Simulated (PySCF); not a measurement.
B3LYP has the VWN-RPA correlation part, as in Gaussian. 

# [Ti(Br)4] (charge 0, multiplicity 1)

These are PySCF 2.14.0 with B3LYP-D3(BJ)/def2-TZVP // PBE-D3(BJ)/def2-SVP values and carry that method's errors.

| Property | Value |
|---|---|
| HOMO | -8.50 eV |
| dipole moment | 0.000 e·Å |
| HOMO–LUMO gap | 4.51 eV |
| LUMO | -3.99 eV |
| charge on the central atom (Mulliken) | 0.95 e |
| charge on the central atom (meta-Löwdin) | 1.08 e |
| total energy | -11146.5080 Ha |
| cost | about 9 core-minutes (a rough figure) |

```xyz
5

Ti     0.0000     0.0000     0.0000
Br     1.0521     0.4573     2.0255
Br    -1.1402     1.8946    -0.7273
Br     1.5955    -0.6014    -1.5847
Br    -1.5074    -1.7505     0.2865
```
